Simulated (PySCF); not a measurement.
PySCF input:

```python
from pyscf import gto, scf, dft

mol = gto.M(
    atom='''
    Ge    0.14873945   -0.02319735    0.18657275
    O     0.91303674    0.23121470   -1.31521284
    O    -1.50799452   -0.13842532    0.56892185
    ''',
    basis='def2-tzvpd',
    charge=-1,
    spin=1,
    verbose=4,
)

mf = dft.UKS(mol, xc='m062x').density_fit(auxbasis='def2-universal-jkfit')
mf.grids.level = 4
mf.conv_tol = 1e-9
mf.max_cycle = 100
mf.max_memory = 1500
mf.kernel()
if not mf.converged:
    mf = mf.newton()
    mf.kernel(mf.make_rdm1())
for _ in range(2):
    mo, _, stable, _ = mf.stability(return_status=True)
    if stable:
        break
    mf.kernel(mf.make_rdm1(mo, mf.mo_occ))
mf.analyze()
```

**Question.** Predict the final energy.

**Answer.** -2227.49781 Eh (M06-2X/def2-TZVPD).
